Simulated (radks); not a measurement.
Values are calculated unless marked as measured or tabulated.
These are the eigenvalues of the occupied orbitals of an atom or ion with whole-number occupations (eV). Level of theory: Dirac Kohn-Sham, PBE, spin-unpolarised, spherical densities, finite nucleus; Fermi nuclear charge, rms radius of each element as measured or else 0.836 A^(1/3) + 0.57 fm (a radial shooting solver on a logarithmic mesh with Libxc functionals).

| orbital | eigenvalue |
|---|---|
| 1s1/2 | -65721.75 |
| 2s1/2 | -11683.44 |
| 2p1/2 | -11184.50 |
| 2p3/2 | -9992.890 |
| 3s1/2 | -3083.843 |
| 3p1/2 | -2862.467 |
| 3p3/2 | -2606.609 |
| 3d3/2 | -2231.285 |
| 3d5/2 | -2175.539 |
| 4s1/2 | -1029.724 |
| 4p1/2 | -937.7935 |
| 4p3/2 | -874.2629 |
| 4d3/2 | -721.9700 |
| 4d5/2 | -709.5501 |
| 4f5/2 | -518.5273 |

Which element is it, and in what charge state? The configuration may be excited. Open shells, if any, fill j = l - 1/2 first.

Answer. Z = 72, hafnium, charge +20: Hf20+ in [Kr] 4d10 4f6. The list shows which subshells hold electrons but not how many an open one holds; the 1s level, -2415.2 hartree, gives Z - s = 69.5 by -(Z - s)^2/2, which with screening and relativity narrows Z to a few neighbours, and the depths of the outer levels then fix element, charge and occupations together.
